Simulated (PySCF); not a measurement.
C2H7FSi3, SMILES F[SiH2]C#C[SiH2][SiH3].

Geometry: r2SCAN-D4/def2-SVP. The structure was generated by enumeration, and PubChem lists no compound with its InChIKey, so it may never have been made.

All values below come from r2SCAN-D4/def2-SVP run with PySCF.

Frequencies are harmonic and unscaled.

```csv
mode,ν (cm⁻¹),IR (km/mol),moving atoms (share of kinetic energy)
1,16,1.2,"Si 41 %, F 34 %, H 24 %"
2,42,0.2,"Si 46 %, F 30 %, C 14 %, H 10 %"
3,89,0.8,"H 67 %, C 27 %"
4,116,3.1,"Si 37 %, C 29 %, F 24 %, H 10 %"
5,122,1.2,"H 54 %, C 36 %, Si 10 %"
6,257,11.5,"C 53 %, F 25 %, Si 15 %"
7,298,0.2,"C 68 %, H 31 %"
8,351,17.8,"H 86 %, C 10 %"
9,369,7.2,"C 39 %, Si 37 %, H 21 %"
10,410,5.6,"Si 59 %, C 29 %"
11,460,19.8,"Si 73 %, C 13 %, H 13 %"
12,530,14.0,"H 66 %, Si 25 %, C 10 %"
13,588,1.5,"H 73 %, Si 22 %"
14,659,89.3,"H 64 %, Si 19 %, C 14 %"
15,727,16.2,"H 90 %, C 8 %"
16,741,3.7,H 93 %
17,766,442.7,"H 83 %, Si 14 %"
18,815,160.9,"C 66 %, Si 22 %"
19,860,86.4,"H 86 %, Si 12 %"
20,871,20.4,"F 43 %, H 37 %, Si 17 %"
21,915,166.3,H 93 %
22,930,371.6,"H 86 %, Si 10 %"
23,931,35.3,H 98 %
24,941,21.2,"H 88 %, Si 9 %"
25,963,161.9,"H 77 %, Si 17 %"
26,2196,27.2,C 96 %
27,2212,59.3,H 96 %
28,2219,66.9,H 97 %
29,2220,31.3,H 96 %
30,2229,96.0,H 96 %
31,2236,111.7,H 96 %
32,2263,98.8,H 98 %
33,2266,120.7,H 95 %
```
